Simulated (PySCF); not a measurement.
S: excitation energy

S [Ne] 3s2 3p4 (3P) → S [Ne] 3s2 3p3 4s1 (5S), as a difference of total energies. Calculation: PySCF 2.14, in dyall-av3z (19s12p3d2f, 84 functions); scalar relativity by spin-free X2C-1e. Correlated levels: valence: [Ne] frozen; virtual orbitals above 40 to 60 times the deepest correlated orbital energy dropped. The calculations carry no spin-orbit coupling.

```json
{"method": "UHF", "excitation energy (eV)": "5.902"}
{"method": "LDA", "excitation energy (eV)": "6.665"}
{"method": "PBE", "excitation energy (eV)": "6.625"}
{"method": "PBE0", "excitation energy (eV)": "6.677"}
{"method": "r2SCAN", "excitation energy (eV)": "6.786"}
{"method": "B97-3", "excitation energy (eV)": "6.955"}
{"method": "wB97X-V", "excitation energy (eV)": "7.035"}
{"method": "B3LYP", "excitation energy (eV)": "6.815"}
{"method": "r2SCAN0", "excitation energy (eV)": "6.756"}
{"method": "MP2 (valence)", "excitation energy (eV)": "6.360"}
{"method": "SCS-MP2 (valence)", "excitation energy (eV)": "6.557"}
```

Errors of the correlated levels include the incompleteness of this basis and the frozen core.

The promoted electron is Rydberg-like, and one or two diffuse shells describe it only roughly, which tends to raise the upper state.

Question: Which method comes closest to the reference value, and which is furthest?

Answer: The reference is 6.500 eV (measured; NIST levels, between the centres of gravity of the two terms). Closest: SCS-MP2 (valence) (error 0.057 eV); furthest: UHF (error -0.598 eV).
